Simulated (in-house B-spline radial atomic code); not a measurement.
Radial electron density of the palladium ion Pd⁷⁺, [Kr] 4d3. Method: scalar-relativistic (X2C) Hartree-Fock with fractional occupations, spin-polarised, spherical fractional occupations, Fermi nucleus of rms radius 4.5318 fm. Calculated with a radial B-spline atomic code at the basis-set limit.

Caution: exact exchange at fractional occupations of open shells leaves self-interaction of up to several eV.

One-electron X2C: radii and densities carry no picture-change correction, so inner-shell <1/r> comes out high (for 1s by about 2 % at Z = 33, 5 % at 54, 10 % at 75, 30 % at 118) and <r> low.

Columns: r (bohr), 4πr²n(r) (electrons per bohr), bar.

```
0.000945    1.484 #
 0.00115    2.047 #
 0.00139    2.784 ##
 0.00169    3.805 ##
 0.00206    5.195 ###
  0.0025    6.999 ####
 0.00303    9.338 ######
 0.00368    12.38 #######
 0.00447    16.22 ##########
 0.00543    20.96 ############
 0.00659    26.57 ################
   0.008       33 ####################
 0.00972    39.96 ########################
  0.0118    46.88 ############################
  0.0143    52.95 ###############################
  0.0174    57.39 ##################################
  0.0211    59.19 ###################################
  0.0257    58.07 ###################################
  0.0312    54.75 #################################
  0.0378    51.21 ##############################
   0.046    50.12 ##############################
  0.0558    53.75 ################################
  0.0678    61.86 #####################################
  0.0823    70.56 ##########################################
  0.0999    74.03 ############################################
   0.121    68.78 #########################################
   0.147    57.52 ##################################
   0.179    48.91 #############################
   0.217    49.84 ##############################
   0.264    56.76 ##################################
    0.32    58.19 ###################################
   0.389    47.39 ############################
   0.472    30.25 ##################
   0.574    17.94 ###########
   0.697    14.85 #########
   0.846    15.29 #########
    1.03    13.08 ########
    1.25    8.162 #####
    1.51    3.719 ##
    1.84    1.147 #
    2.23   0.2528 
    2.71  0.03581 
    3.29 0.003059 
       4 0.0001319
```

On this grid the curve has 4 maxima, near 0.0211, 0.0999, 0.32, 0.846 bohr.

The 4p down radial function P(r) = rR(r), positive near the nucleus:

```
r (bohr)         P
 0.00139  0.001508
 0.00206  0.002947
 0.00303  0.005735
 0.00447   0.01124
 0.00659   0.02191
 0.00972   0.04211
  0.0143   0.07846
  0.0211    0.1404
  0.0312    0.2338
   0.046     0.344
  0.0678    0.4118
  0.0999    0.3183
   0.147  -0.03265
   0.217    -0.501
    0.32   -0.5782
   0.472   0.09264
   0.697    0.9796
    1.03     1.102
    1.51    0.5412
    2.23    0.1054
    3.29  0.005885
```
